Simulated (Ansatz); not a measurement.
Breaking the Mg1–H2 bond in HIMg (SMILES [MgH][I]) (multiplicity 1 held, fragments rigid). Energies count from the point at 1.682 Å.
Geometry at that point (charge 0, multiplicity 1):
```xyz
3

Mg     0.0000     0.0000    -2.0283
H      0.0000     0.0000    -3.7107
I      0.0000     0.0000     0.5292
```

R- and RO- levels are restricted; in cc, def2 and unpolarised 6-31G sets they are followed outwards from rest. Active spaces are followed from a long bond inwards. Curves can end on different states.

Frozen-core correlation. Filled d and f shells under p-block atoms count as core.

The values were computed with Ansatz (a first-principles code) with Gaussian orbitals. Values without a source in brackets are computed. In def2 rows elements past Kr take small-core potentials, without spin–orbit coupling.

Task: What energy at R = 5.384 Å does R-HF/def2-TZVPPD give?

Result: 132.3 kcal/mol

Task: Predict the energy at R = 5.384 Å from CASSCF(2,2)/def2-TZVPPD.

Result: 60.0 kcal/mol

Doubts at one or more of the structures used: a restricted determinant that unrestricted orbitals would lower (R-HF/def2-TZVPPD).
